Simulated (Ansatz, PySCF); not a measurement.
I2Zn, SMILES [I][Zn][I] (connectivity only; charge and spin as stated), charge -1, multiplicity 2. Atoms are numbered in the order given.

```xyz
3

Zn     0.0000     0.0000    -1.0871
I      0.0000    -2.3488     0.2679
I      0.0000     2.3488     0.2679
```
Charge -1, spin multiplicity 2.

Geometry: B3LYP-D3(BJ)/def2-SVPD. The multiplicity is an assumed one; other spin states were not compared. The isomer is the one that the SMILES or the coordinates give; other isomers of the formula were not compared. The def2 effective core potentials stand for the cores of I; spin–orbit coupling is left out.

Two levels are set side by side: PBE-D3(BJ)/def2-SVPD (Ansatz, an electronic-structure program) and B3LYP-D3(BJ)/def2-SVPD (Ansatz). Each level has its own optimised geometry; the coordinates shown are those of the second. Frequencies come from the Hessian of PySCF at each geometry. Differences are taken from unrounded values.

```json
[
 {"quantity": "mean bond length (Å)", "B3LYP-D3(BJ)": "2.712", "PBE-D3(BJ)": "2.688", "PBE-D3(BJ) minus B3LYP-D3(BJ)": "-0.024"},
 {"quantity": "bond Zn1–I2 (Å)", "B3LYP-D3(BJ)": "2.712", "PBE-D3(BJ)": "2.688", "PBE-D3(BJ) minus B3LYP-D3(BJ)": "-0.024"},
 {"quantity": "bond Zn1–I3 (Å)", "B3LYP-D3(BJ)": "2.712", "PBE-D3(BJ)": "2.688", "PBE-D3(BJ) minus B3LYP-D3(BJ)": "-0.024"},
 {"quantity": "highest harmonic wavenumber (cm⁻¹)", "B3LYP-D3(BJ)": "170", "PBE-D3(BJ)": "175", "PBE-D3(BJ) minus B3LYP-D3(BJ)": "5"},
 {"quantity": "mean harmonic wavenumber (cm⁻¹)", "B3LYP-D3(BJ)": "116", "PBE-D3(BJ)": "118", "PBE-D3(BJ) minus B3LYP-D3(BJ)": "2"},
 {"quantity": "zero-point energy (kcal/mol)", "B3LYP-D3(BJ)": "0.50", "PBE-D3(BJ)": "0.51", "PBE-D3(BJ) minus B3LYP-D3(BJ)": "0.01"}
]
```
